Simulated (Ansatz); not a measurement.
`C#[C][Al]([CH3])[F]` and `C[BH][Al]([CH3])[F]` differ in one atom or group.

Ansatz, PBE0-D4/def2-TZVP geometries, multiplicity 1. Each molecule was computed in one conformer, which needn't be the lowest.

```
                                          property  `C#[C][Al]([CH3])[F]`
             HOMO energy (ωB97M-V/def2-TZVPP) / eV                 -10.58
               HOMO energy (B3LYP/def2-TZVPP) / eV                  -8.06
size of the dipole moment (ωB97M-V/def2-TZVPP) / D                   1.91
    size of the dipole moment (PBE/def2-TZVPP) / D                   1.90
             LUMO energy (ωB97M-V/def2-TZVPP) / eV                   0.58
                LUMO energy (PBE0/def2-TZVPP) / eV                  -1.17
```

(1) What does the change do to each property? (Estimate.)

## Answers

(1) Ansatz gave: 
```json
{"property": "HOMO energy (ωB97M-V/def2-TZVPP) / eV", "`C[BH][Al]([CH3])[F]`": "-9.16", "shift": "1.42"}
{"property": "HOMO energy (B3LYP/def2-TZVPP) / eV", "`C[BH][Al]([CH3])[F]`": "-6.85", "shift": "1.21"}
{"property": "size of the dipole moment (ωB97M-V/def2-TZVPP) / D", "`C[BH][Al]([CH3])[F]`": "2.17", "shift": "0.26"}
{"property": "size of the dipole moment (PBE/def2-TZVPP) / D", "`C[BH][Al]([CH3])[F]`": "2.23", "shift": "0.33"}
{"property": "LUMO energy (ωB97M-V/def2-TZVPP) / eV", "`C[BH][Al]([CH3])[F]`": "0.12", "shift": "-0.46"}
{"property": "LUMO energy (PBE0/def2-TZVPP) / eV", "`C[BH][Al]([CH3])[F]`": "-1.82", "shift": "-0.65"}
```

With PBE0 the HOMO rises by 1.29 eV and the LUMO falls by 0.65 eV, so the gap narrows by about 1.94 eV. PBE moves the HOMO by 1.25 eV and ωB97M-V by 1.42 eV. Dipoles are sizes alone; their direction can turn.

B3LYP here is the variant with VWN-RPA as its local correlation; programs differ in this.
